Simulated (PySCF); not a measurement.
Ligands exchanged one at a time, Ga CH3-OH. Isolated molecules, 0 K electronic values unless said otherwise. One relaxed conformer stands for each flexible species; it need not be the lowest. Strings in code marks are SMILES.

Computed with B3LYP-D3(BJ)/def2-TZVP // M06-2X/def2-TZVP run with PySCF. All candidates: neutral, multiplicity 1. B3LYP has the VWN-RPA correlation part, as in Gaussian. Delta-SCF ions had no search for a lower state. Excitations are Tamm–Dancoff values on a coarser integration grid. The basis has no diffuse functions, so Rydberg states are missing or too high.

* **T1 excitation (TDA)**: 5.45 eV
* **vertical ionisation energy (Delta-SCF)**: 9.69 eV
* **LUMO**: -0.55 eV

Name which member has these values.
(A) `[OH][Ga]([OH])[OH]`
(B) `[CH3][Ga]([OH])[OH]` (O–Ga–O–H torsion 180°, O–Ga–O–H torsion 0°)
(C) `[CH3][Ga]([CH3])[CH3]`
(D) `[CH3][Ga]([CH3])[OH]` (C–Ga–O–H torsion 180°)

D, `[CH3][Ga]([CH3])[OH]` (C–Ga–O–H torsion 180°). The others give `[OH][Ga]([OH])[OH]`: 5.70 eV, 11.16 eV, -1.31 eV; `[CH3][Ga]([OH])[OH]` (O–Ga–O–H torsion 180°, O–Ga–O–H torsion 0°): 6.05 eV, 10.66 eV, -0.56 eV; `[CH3][Ga]([CH3])[CH3]`: 4.89 eV, 9.38 eV, -0.85 eV
